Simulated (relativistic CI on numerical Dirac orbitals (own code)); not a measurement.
# What each ingredient does to the levels of Ru18+

Base calculation: Dirac-Coulomb-Breit CI, KLI orbitals optimised for each configuration, QED by a radiative potential, unscaled Slater integrals.

Configuration list (outside the closed core [Ne]): 3s2 3p6 3d8, 3s2 3p5 3d9, 3s2 3p4 3d10, 3s 3p6 3d9, 3p6 3d10, 3s2 3p6 3d7 4s, 3s 3p5 3d10, 3s2 3p6 3d7 4p, 3s2 3p6 3d7 4d, 3s2 3p6 3d6 4s2, 3s2 3p6 3d7 4f, 3s2 3p5 3d8 4s, 3s2 3p4 3d9 4s, 3s2 3p6 3d6 4s 4p, 3s2 3p6 3d7 5s, 3s2 3p4 3d9 4p. Levels of other configurations are missing.

Variants: (1) valence Slater integrals scaled by 0.9; (2) only the first 3 configurations; (3) one mean potential for all configurations. Shifts of the energy above 3s2 3p6 3d8 3F_4, in cm⁻¹, for the lowest level and the first level of each name with at least 55 % of one term (blank where a level changes its place among those of its configuration and J or its character, or is not in the variant):

| Level | Base | Δ(1) | Δ(2) | Δ(3) |
| --- | --- | --- | --- | --- |
| 3s2 3p6 3d8 3F_4 | 0 | 0 | 0 | 0 |
| 3s2 3p6 3d8 3F_3 | 31829 | +157 | -15 | +50 |
| 3s2 3p6 3d8 3P_0 | 79560 | -5785 | +568 | +8 |
| 3s2 3p6 3d8 3P_1 | 84219 | -4744 | +418 | +32 |
| 3s2 3p6 3d8 1G_4 | 98057 | -6862 | +94 | +19 |
| 3s2 3p6 3d8 1S_0 | 199829 | -13575 | +1650 | +39 |
| 3s2 3p5 3d9 3F°_4 | 1381962 | +5220 | +3172 | -509 |
| 3s2 3p5 3d9 1D°_2 | 1408818 | +3689 | +5801 | -503 |
| 3s2 3p5 3d9 3F°_3 | 1444660 | +2132 | +4965 | -510 |
| 3s2 3p5 3d9 3P°_1 | 1493331 | -3003 | +9565 | -499 |
| 3s2 3p5 3d9 3P°_0 | 1499935 | -2597 | +9106 | -500 |
| 3s2 3p5 3d9 3D°_3 | 1517373 | -3713 | +7518 | -520 |
| 3s2 3p5 3d9 3D°_1 | 1538138 | -6967 | +13914 | -501 |
| 3s2 3p5 3d9 3F°_2 | 1616412 | +3355 | +5011 | -505 |
| 3s2 3p5 3d9 1F°_3 | 1728794 | -14453 | +8763 | -552 |
| 3s2 3p5 3d9 1P°_1 | 1749718 | -9680 | +19062 | -494 |
| 3s 3p6 3d9 3D_3 | 2448320 | -863 |  | -306 |
| 3s2 3p6 3d7 4s 5F_5 | 2458985 | +4547 |  | +21478 |
| 3s 3p6 3d9 3D_2 | 2463749 | -1059 |  | -282 |
| 3s 3p6 3d9 3D_1 | 2484942 | -833 |  | -223 |
| 3s2 3p6 3d7 4s 5F_3 | 2493448 | +4378 |  | +22039 |
| 3s2 3p6 3d7 4s 5F_2 | 2501218 | +3486 |  | +21779 |

At this charge energies of transitions that change n are usually good to better than 1 %, and those within a shell (Δn = 0) to a few per cent. Terms inside the open d or f shell come out 10 to 20 % too wide with unscaled integrals.

Ionisation energy from the two ground configurations alone: base 783.274 eV; valence Slater integrals scaled by 0.9 783.685 eV. The NIST ASD value (theoretical) is 784 eV.

LS names give the leading component of a level, which can be under half, so a name can repeat, a term be missing and a line seem to break the LS rules.
